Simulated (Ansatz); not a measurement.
`OC(O)(F)O[SiH3]` + `[OH][GaH2]` → `[SiH3][O][GaH2]` + `OC(O)(O)F`  (ligand exchange at the Si–O bond)

Computed with Ansatz on PBE0-D4/def2-TZVP structures; ΔE is electronic, products minus reactants. CCSD(T)/CBS is the MP2 limit (def2-TZVPP, def2-QZVPP) plus CCSD(T) − MP2 in def2-TZVPP, frozen cores. Functionals use def2-TZVPP. For Ga outer-core shells are correlated without core-valence functions, which leaves a few kJ/mol of doubt a bond. Scalar relativity is left out up to krypton. Each species was taken in one conformer, which may not be the lowest.

`OC(O)(F)O[SiH3]`:

Cartesian coordinates in Å:
```
O 0.676 1.077 0.685
C 0.242 0.749 -0.583
O 1.148 1.047 -1.563
F -0.849 1.511 -0.874
O -0.085 -0.566 -0.592
Si -0.803 -1.359 0.694
H 0.882 2.018 0.698
H 1.818 0.356 -1.556
H -1.918 -0.556 1.247
H 0.193 -1.660 1.749
H -1.302 -2.617 0.095
```

`[OH][GaH2]`:

Z-matrix (Å, degrees):
```
Ga
O 1 1.788
H 1 1.565 2 117.5
H 1 1.556 2 113.8 3 180.0
H 2 0.959 1 114.1 3 0.0
```

`[SiH3][O][GaH2]`:

```xyz
8

Si   -1.119   -0.604    0.494
O     0.355   -0.518   -0.195
Ga    1.548    0.714   -0.690
H    -1.649    0.753    0.817
H    -1.045   -1.391    1.754
H    -2.074   -1.272   -0.431
H     2.837    0.120   -1.326
H     1.147    2.199   -0.424
```

`OC(O)(O)F`:

Cartesian coordinates in Å:
```
O -0.887 0.956 0.439
C 0.044 -0.012 0.215
O -0.629 -1.194 0.265
O 0.757 0.168 -0.956
F 1.009 0.025 1.181
H -0.428 1.802 0.415
H 0.015 -1.895 0.116
H 0.117 0.150 -1.676
```

```json
{"level": "PBE", "ΔE (eV)": "-0.14"}
{"level": "CCSD/CBS(def2)", "ΔE (eV)": "-0.16"}
```

Problem. What does CCSD(T)/CBS give? (Best estimate.)

Solution. The calculation gave: -0.15 eV. The listed levels differ from it by 0.01, -0.01 eV.

Largest T1 diagnostic among the species: 0.015.

From PBE to PBE0 (25 % exact exchange), in def2-TZVPP and without D4, ΔE moves by −0.03 eV. In def2-TZVPP, CCSD(T) changes the Hartree–Fock value by +0.08 eV (the triples alone add +0.01 eV) and MP2 by +0.08 eV.
